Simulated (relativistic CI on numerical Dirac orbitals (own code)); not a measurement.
## Radial parameters of Pr47+

These numbers are calculated, not measured: Dirac-Coulomb-Breit CI, KLI orbitals optimised for each configuration, QED by a radiative potential, unscaled Slater integrals (own radial code, finite nucleus).

Slater integrals F^k, G^k are unscaled and averaged over j, outside the closed core [Ne]; ζ comes from projecting the Hamiltonian with its Breit term on Σ l·s of the shell.

- 3s3p: G^1(3s,3p) = 525030, ζ(3p) = 686260 cm⁻¹; <r>(3s) = 0.2429, <r^2>(3s) = 0.06728, <r>(3p) = 0.2353, <r^2>(3p) = 0.06397 (bohr units).
- 3p²: F^2(3p,3p) = 417400, ζ(3p) = 686080 cm⁻¹; <r>(3p) = 0.2355, <r^2>(3p) = 0.06408 (bohr units).
- 3s3d: G^2(3s,3d) = 323130, ζ(3d) = 92872 cm⁻¹; <r>(3s) = 0.2431, <r^2>(3s) = 0.06735, <r>(3d) = 0.2069, <r^2>(3d) = 0.04925 (bohr units).

Averages of the first 10 configurations, taken without configuration mixing, which lowers the lowest level and can move excited configurations by several eV; other configurations of the list can lie among them:

| Configuration | Parity | States | Average energy above the lowest level (eV) |
| --- | --- | --- | --- |
| 3s² | even | 1 | 4.0 |
| 3s3p | odd | 12 | 194.7 |
| 3p² | even | 15 | 403.6 |
| 3s3d | even | 20 | 409.1 |
| 3d² | even | 45 | 824.1 |
| 3p3d | odd | 60 | 610.3 |
| 3p4s | odd | 12 | 2050.5 |
| 3d4s | even | 20 | 2254.9 |
| 3s4s | even | 4 | 1848.2 |
| 3s4p | odd | 12 | 1932.9 |
